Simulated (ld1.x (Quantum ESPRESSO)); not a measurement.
## Before and after: ultrasoft potential for gallium (Ga)

| Quantity | Value |
| --- | --- |
| Element | gallium |
| Generator | ld1.x (Quantum ESPRESSO) 7.5 |
| Type | ultrasoft |
| Functional | PBEsol |
| Relativity | scalar-relativistic |
| Frozen core | [Ar] |
| Valence charge | 13 |
| Reference configuration | 3d10 4s1 4p2 |
| Partial waves | 4s (bound): rcut 1.20, rcutus 1.55 bohr; 4s channel at 3.25 Ry: rcut 1.20, rcutus 1.55 bohr; 4p (bound): rcut 2.00, rcutus 2.65 bohr; 4p channel at 1.85 Ry: rcut 2.00, rcutus 2.65 bohr; 3d (bound): rcut 1.05, rcutus 1.25 bohr; 3d channel at -0.85 Ry: rcut 1.05, rcutus 1.25 bohr |
| Local potential | all-electron potential smoothed inside 1.20 bohr (lloc = -1) |
| Core correction | none |
| Augmentation charge | built from norm-conserving waves at rcut, not smoothed further |

Change: waves 4p (bound): rcut 1.58, rcutus 1.68 bohr; 4p channel at 1.85 Ry: rcut 1.58, rcutus 1.68 bohr.

Cutoffs: the cutoffs (Ry, on a coarse ladder) from which the occupation-weighted sum of valence levels, in a spherical-Bessel basis at the reference potential, stays within 10 and 1 mRy of its value at 400 Ry; they do not see the model core or the augmentation charge, which bear on the density cutoff. Errors are all-electron minus pseudo energies relative to the spin-unpolarised reference configuration.

Task: What does the change do?

Result: The potential gets neither clearly harder nor softer (90 Ry and 160 Ry → 90 Ry and 160 Ry); the bound ghosts move from s to p, s; the number of tests with a reliable result goes from 7 to 4 (the test run of the changed file stopped, so its transferability is not established); of the 4 tests that both files solve, the error grows in 1 and shrinks in 2 by more than 15 % and 0.3 meV (median size 7.4 → 4.9 meV).

```csv
quantity,base,changed
"cutoff, loose",90 Ry,90 Ry
"cutoff, tight",160 Ry,160 Ry
bound ghosts,s,"p, s"
tests with a reliable result,7 of 7,4 of 7 (the test run stopped)
"error for 3d10 4s2 4p1, meV [ΔE -6.55 eV]",+0.9,+2.1
"error for 3d10 4s2 4p0, meV [ΔE -0.87 eV]",-5.0,-2.2
"error for 3d10 4s1 4p0, meV [ΔE 20.26 eV]",-9.7,-7.6
"error for 3d9 4s2 4p2, meV [ΔE 13.77 eV]",-182,-206
lowest overlap eigenvalue by channel,"s 0.66, p 0.38, d 1.00","s 0.66, p 0.10, d 1.00"
```

 A true bound ghost makes a file unfit for plane-wave use even where its test errors are small: the radial tests pick states by their node count and pass the ghost by.
